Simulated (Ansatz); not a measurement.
`[CH3][SnH2][CH2][AlH2]` + `BBCC` → `CC[BH][AlH2]` + `B[CH2][SnH2][CH3]`  (redistribution)

Computed with Ansatz on PBE0-D4/def2-TZVP structures; ΔE is electronic, products minus reactants. CCSD(T)/CBS is the MP2 limit (def2-TZVPP, def2-QZVPP) plus CCSD(T) − MP2 in def2-TZVPP, frozen cores. DFT in def2-TZVPP. Elements past krypton have def2 core potentials. For Sn outer-core shells are correlated without core-valence functions, which leaves a few kJ/mol of doubt a bond. Each species was taken in one conformer, which may not be the lowest.

`[CH3][SnH2][CH2][AlH2]`:

Z-matrix (Å, degrees):
```
Sn
C 1 2.162
Al 1 3.249 2 35.1
C 1 2.138 2 110.6 3 -116.8
H 1 1.728 2 107.2 3 1.7
H 1 1.711 2 110.7 3 118.8
H 2 1.093 1 106.0 3 121.4
H 2 1.092 1 106.9 3 -122.1
H 3 1.589 1 112.7 2 110.4
H 3 1.590 1 109.6 2 -112.7
H 4 1.090 1 109.7 2 -62.9
H 4 1.090 1 109.5 2 56.8
H 4 1.090 1 110.4 2 176.8
```

`BBCC`:

Cartesian coordinates in Å:
```
B 1.385 0.676 -1.247
B 0.972 -0.559 -0.251
C -0.310 -0.729 0.627
C -1.358 0.377 0.595
H 1.104 0.679 -2.414
H 2.036 1.612 -0.870
H 1.776 -1.462 -0.191
H 0.037 -0.910 1.655
H -0.754 -1.696 0.346
H -1.745 0.524 -0.417
H -2.210 0.157 1.243
H -0.934 1.330 0.924
```

`CC[BH][AlH2]`:

Z-matrix (Å, degrees):
```
C
C 1 1.523
H 1 1.095 2 111.0
H 1 1.093 2 112.6 3 120.2
H 1 1.094 2 111.0 3 -119.5
B 2 1.558 1 118.8 3 56.6
H 2 1.105 1 110.4 3 -62.6
H 2 1.099 1 111.2 3 -175.7
Al 6 2.131 2 125.8 1 -6.9
H 6 1.207 2 115.1 1 174.8
H 9 1.597 6 121.5 2 93.4
H 9 1.597 6 121.7 2 -87.7
```

`B[CH2][SnH2][CH3]`:

Z-matrix (Å, degrees):
```
Sn
C 1 2.213
B 1 2.765 2 33.0
C 1 2.136 2 106.9 3 112.9
H 1 1.709 2 106.2 3 -127.1
H 1 1.710 2 112.2 3 -8.2
H 2 1.089 1 104.0 3 121.8
H 2 1.090 1 102.2 3 -121.2
H 3 1.201 1 104.3 2 117.5
H 3 1.200 1 107.5 2 -115.7
H 4 1.090 1 110.3 2 179.9
H 4 1.090 1 109.3 2 -60.3
H 4 1.090 1 109.9 2 59.5
```

| level | ΔE (eV) |
| --- | --- |
| ωB97X-V | 0.06 |
| B2PLYP | 0.05 |

**Question.** What does CCSD(T)/CBS give? (Estimate.)

**Answer.** Ansatz gave: +0.02 eV. The listed levels differ from it by 0.04, 0.03 eV.

Largest T1 diagnostic among the species: 0.012.

In def2-TZVPP, CCSD(T) changes the Hartree–Fock value by −0.10 eV (the triples alone add −0.02 eV) and MP2 by −0.08 eV.
